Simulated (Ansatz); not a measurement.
Consider the ligand exchange at the Si–F bond: `F[SiH]1[CH2][AlH]1` + H₂Se → `[SeH][SiH]1[CH2][AlH]1` + H–F.

Program: Ansatz. Geometries: PBE0-D4/def2-TZVP. ΔE: electronic, gas phase. CCSD(T)/CBS is the MP2 limit (def2-TZVPP, def2-QZVPP) plus CCSD(T) − MP2 in def2-TZVPP, frozen cores. This one scheme is used for every species. DFT in def2-TZVPP. B3LYP here is the variant with VWN-RPA as its local correlation; programs differ in this. For Se outer-core shells are correlated without core-valence functions, which leaves a few kJ/mol of doubt a bond. Scalar relativity is left out up to krypton. One conformer a species, not always the lowest.

```
         level  ΔE (kJ/mol)
        PBE-D4         46.4
         B3LYP         70.0
MP2/def2-TZVPP         49.0
MP2/def2-QZVPP         47.9
```

Problem. What does CCSD(T)/CBS give? (An estimate is asked.)

Solution. Computed: +53.0 kJ/mol. The listed levels differ from it by -6.6, 17.0, -4.0, -5.1 kJ/mol.

Largest T1 diagnostic among the species: 0.013.

In def2-TZVPP, CCSD(T) changes the Hartree–Fock value by −22.8 kJ/mol (the triples alone add −4.5 kJ/mol) and MP2 by −30.2 kJ/mol. The D4 term adds −8.9 kJ/mol with B3LYP and −4.9 kJ/mol with PBE0; it sums over pairs of atoms, weighted by their polarisabilities, and B3LYP, whose exchange is more repulsive, gets the larger term.
